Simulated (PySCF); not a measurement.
Excitations are Tamm–Dancoff values on a coarser integration grid. The basis has no diffuse functions, so Rydberg states are missing or too high.

Cartesian coordinates (Å):
SMILES: [BH2][AlH2]
```xyz
6

B     -1.1198     0.0061     0.0321
Al     0.9937    -0.0038    -0.0277
H     -1.7917    -0.4327    -0.8513
H     -1.7363     0.4508     0.9523
H      1.8197    -1.2252     0.5460
H      1.7975     1.2098    -0.6476
```
Charge 0, spin multiplicity 1.

Q: Predict the T1 excitation (TDA), S1–T1 gap (TDA) and total energy from M06-2X/def2-TZVP run with PySCF.

A: 
```
Property                    Value
-------------------  ------------
T1 excitation (TDA)       2.61 eV
S1–T1 gap (TDA)           0.82 eV
total energy         -269.5806 Ha
```
